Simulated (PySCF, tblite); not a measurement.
Potential energy curve for AgH, singlet. Each curve is given relative to its own lowest point near equilibrium.

```json
[
 {"R / Å": "1.28", "A": "34.7", "B": "15.7", "C": "57.8"},
 {"R / Å": "1.39", "A": "11.3", "B": "4.0", "C": "26.3"},
 {"R / Å": "1.45", "A": "4.8", "B": "1.2", "C": "15.6"},
 {"R / Å": "1.51", "A": "1.2", "B": "0.0", "C": "8.2"},
 {"R / Å": "1.59", "A": "0.0", "B": "0.3", "C": "2.4"},
 {"R / Å": "1.62", "A": "0.3", "B": "0.8", "C": "1.2"},
 {"R / Å": "1.68", "A": "1.9", "B": "2.3", "C": "0.0"},
 {"R / Å": "1.73", "A": "4.1", "B": "3.9", "C": "0.1"},
 {"R / Å": "1.79", "A": "7.4", "B": "6.3", "C": "1.2"},
 {"R / Å": "1.87", "A": "12.7", "B": "10.0", "C": "3.9"},
 {"R / Å": "1.98", "A": "21.2", "B": "15.8", "C": "9.5"},
 {"R / Å": "2.17", "A": "40.2", "B": "27.7", "C": "20.5"},
 {"R / Å": "2.44", "A": "58.2", "B": "47.7", "C": "30.6"},
 {"R / Å": "2.65", "A": "65.8", "B": "64.7", "C": "35.1"},
 {"R / Å": "2.90", "A": "70.8", "B": "86.0", "C": "38.2"},
 {"R / Å": "3.25", "A": "74.1", "B": "115.6", "C": "40.4"},
 {"R / Å": "3.58", "A": "75.4", "B": "140.3", "C": "41.4"},
 {"R / Å": "4.01", "A": "76.1", "B": "163.8", "C": "41.9"},
 {"R / Å": "4.34", "A": "76.4", "B": "174.2", "C": "42.1"},
 {"R / Å": "4.87", "A": "76.5", "B": "—", "C": "42.2"},
 {"R / Å": "5.60", "A": "76.6", "B": "—", "C": "42.2"},
 {"R / Å": "6.53", "A": "76.6", "B": "—", "C": "42.2"}
]
```

Energies in mEh.

Q: Match the curves with the methods GFN2-xTB, 300 K electronic temperature (tblite); UHF/def2-SVP, def2 effective core potentials past Kr in PySCF; MP2 on UHF/def2-SVP, def2 effective core potentials past Kr run with PySCF.

A: A is UMP2; B is GFN2-xTB; C is UHF.

A dash means that the run gave no value there, or that the column was ended at a point which the program doubted or which failed a test of continuity chosen for this set; such a test can also cut sound points.

The unrestricted determinant behind UMP2, UHF is spin-contaminated at 2.17 to 6.53 Å (<S²> up to 1.0, against 0.00 for a pure singlet).
